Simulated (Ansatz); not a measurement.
`C=C(F)[SiH](O)F` + `O[SiH](O)S[SiH](O)O` → `O[SiH](O)S[SiH](O)F` + `C=C(F)[SiH](O)O`  (redistribution)

Gas-phase electronic energies from Ansatz, PBE0-D4/def2-TZVP geometries. CCSD(T)/CBS is the MP2 limit (def2-TZVPP, def2-QZVPP) plus CCSD(T) − MP2 in def2-TZVPP, frozen cores. Functionals use def2-TZVPP. B3LYP here is the variant with VWN-RPA as its local correlation; programs differ in this. One conformer a species, not always the lowest.

| level | ΔE (kJ/mol) | difference from CCSD(T)/CBS |
| --- | --- | --- |
| PBE-D4 | 0.4 | 0.3 |
| r2SCAN-D4 | 0.1 | 0.0 |
| PBE0-D4 | 0.6 | 0.5 |
| B3LYP-D4 | 0.1 | 0.0 |
| ωB97X-V | -0.5 | -0.6 |
| ωB97M-V | -0.4 | -0.5 |
| B2PLYP | 0.1 | 0.0 |
| PBE | 0.3 | 0.2 |
| r2SCAN | 0.1 | 0.0 |
| PBE0 | 0.5 | 0.4 |
| B3LYP | -0.1 | -0.2 |
| HF/def2-TZVPP | 0.2 | 0.1 |
| MP2/def2-TZVPP | 0.7 | 0.6 |
| SCS-MP2/def2-TZVPP | 0.4 | 0.3 |
| CCSD/def2-TZVPP | 0.2 | 0.1 |
| CCSD(T)/def2-TZVPP | 0.4 | 0.3 |
| HF/def2-QZVPP | 0.2 | 0.1 |
| MP2/def2-QZVPP | 0.5 | 0.4 |
| SCS-MP2/def2-QZVPP | 0.3 | 0.2 |
| HF/CBS(def2) | 0.2 | 0.1 |
| MP2/CBS(def2) | 0.4 | 0.3 |
| CCSD/CBS(def2) | -0.1 | -0.2 |
| CCSD(T)/CBS | 0.1 | 0 |

Largest T1 diagnostic among the species: 0.012.
